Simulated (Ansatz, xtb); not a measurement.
Constitutional and geometric isomers with formula H2B2Si. Gas-phase values, no solvent. Strings in code marks are SMILES.

Quantity: electronic energy of isomers of H2B2Si relative to `B1=[SiH]B1`, in eV. The DFT solution of `B1=B[SiH2]1` is unstable or spin-contaminated; the geometry comes from it.

Level 1: r2SCAN/cc-pVTZ // B3LYP-D3(BJ)/def2-TZVP (Ansatz, a program for electronic structure)
Level 2: r2SCAN0/cc-pVTZ // B3LYP-D3(BJ)/def2-TZVP (Ansatz)
Level 3: GFN2-xTB (xtb)

```json
[
 {"species": "`B1=B[SiH2]1`", "level 1": "2.30", "level 2": "2.45", "level 3": "1.39"}
]
```
